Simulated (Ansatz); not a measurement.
Isolated molecules relaxed with PBE0-D4/def2-TZVP in Ansatz; ΔE leaves out vibrations. CCSD(T)/CBS adds triple-zeta CCSD(T) − MP2 to the extrapolated MP2 energy (def2 sets, frozen cores). DFT in def2-TZVPP. B3LYP here is the variant with VWN-RPA as its local correlation; programs differ in this. def2 core potentials past Kr. For I outer-core shells are correlated without core-valence functions, which leaves a few kJ/mol of doubt a bond. One conformer a species, not always the lowest.

`Cl[SiH](Cl)I` + `COCI` → `CO[SiH](Cl)I` + `ClCI`  (formal exchange of groups at the Si–Cl bond)

`Cl[SiH](Cl)I`:

```xyz
5

Cl   -0.694    0.699    1.773
Si    0.136    0.040    0.037
Cl   -0.073    1.474   -1.392
I    -0.939   -2.005   -0.675
H     1.570   -0.208    0.258
```

`COCI`:

```xyz
9

C     1.183   -0.094    0.253
O    -0.022   -0.827    0.247
C    -1.063   -0.202   -0.353
I    -1.882    1.490    0.811
H     1.467    0.199   -0.764
H     1.948   -0.745    0.674
H     1.081    0.804    0.871
H    -1.901   -0.887   -0.430
H    -0.811    0.262   -1.309
```

`CO[SiH](Cl)I`:

Cartesian coordinates in Å:
```
C -0.914 -0.452 1.033
O -0.363 -0.600 -0.264
Si 0.694 0.425 -0.939
Cl 2.343 0.638 0.258
I 1.312 -0.512 -3.076
H -0.133 -0.504 1.796
H -1.448 0.498 1.131
H -1.618 -1.270 1.187
H 0.128 1.776 -1.127
```

`ClCI`:

```xyz
5

Cl    1.379    0.596    0.854
C     0.037    0.105   -0.161
I    -1.277   -1.302    0.763
H     0.424   -0.375   -1.054
H    -0.563    0.976   -0.402
```

```json
{"level": "PBE-D4", "ΔE (eV)": "0.20"}
{"level": "B3LYP-D4", "ΔE (eV)": "0.10"}
{"level": "ωB97M-V", "ΔE (eV)": "0.07"}
{"level": "revPBE", "ΔE (eV)": "0.19"}
{"level": "r2SCAN0", "ΔE (eV)": "0.13"}
{"level": "MP2/def2-TZVPP", "ΔE (eV)": "0.04"}
{"level": "HF/def2-QZVPP", "ΔE (eV)": "-0.02"}
{"level": "MP2/CBS(def2)", "ΔE (eV)": "0.03"}
```

Problem. What does CCSD(T)/CBS give? (Best estimate.)

Solution. Ansatz gave: +0.03 eV. The listed levels differ from it by 0.17, 0.07, 0.04, 0.16, 0.10, 0.01, -0.05, 0.00 eV.

Problem. What do rigid-rotor, harmonic-oscillator terms from PBE0-D4/def2-TZVP frequencies (298.15 K, 1 bar) make of the CCSD(T)/CBS value? (Best estimate.)

Solution. Ansatz gave: ΔZPE = -0.04 eV, ΔH = +0.01 eV, ΔS = 15 J/(mol·K), ΔG = -0.03 eV.

Largest T1 diagnostic among the species: 0.011.

From r2SCAN to r2SCAN0 (25 % exact exchange), in def2-TZVPP and without D4, ΔE moves by −0.04 eV. At CCSD(T), def2-SVP lies +0.22 eV from the extrapolated value and def2-TZVPP +0.00 eV. Leaving LDA and LC-ωPBE aside and taking each functional with its dispersion term where it has one, the values, not all of them listed here, spread over 0.15 eV, from CAM-B3LYP-D4 to PBE-D4. LDA lies +0.04 eV from PBE without D4.
